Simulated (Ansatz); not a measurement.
C3H7AlO, relaxed with RKS PBE-D4/def2-SVP in Ansatz from a rough embedded geometry. The force threshold is 0.03 eV/Å; the program also tests the step.

Total charge 0; spin multiplicity 1. The bonds changed during the relaxation, so this is another structure than the one it started from.

Start:

```xyz
12

C     1.459    0.550    0.949
C     0.603   -0.502    0.371
O     0.496   -1.512    0.994
C    -0.147   -0.429   -0.933
Al   -2.105   -0.044   -0.579
H     2.526    0.236    0.968
H     1.115    0.870    1.908
H     1.449    1.446    0.221
H     0.026   -1.278   -1.536
H     0.262    0.506   -1.498
H    -2.605    0.032    0.933
H    -3.078    0.125   -1.799
```

How much energy does the relaxation release, and in how many steps? (An estimate is asked.)

Computed: 30.52 kcal/mol, in 40 steps, 4 of them rejected.

Which bonds change most? (An estimate is asked.)

The calculation gave: O3–Al5 from 3.375 to 1.888 Å; C2–Al5 from 2.906 to 2.280 Å; C4–Al5 from 2.027 to 2.221 Å; C2–O3 from 1.192 to 1.318 Å.

Give the relaxed structure. (Estimate.)

The calculation gave: 
```xyz
12

C     1.416    0.433    0.999
C     0.369   -0.290    0.206
O    -0.555   -0.943    0.882
C     0.178   -0.162   -1.182
Al   -1.855   -0.237   -0.290
H     2.227    0.842    0.369
H     1.835   -0.273    1.746
H     0.941    1.255    1.576
H    -0.220   -1.044   -1.718
H     0.789    0.524   -1.785
H    -2.341    1.186    0.244
H    -2.786   -1.292   -1.046
```
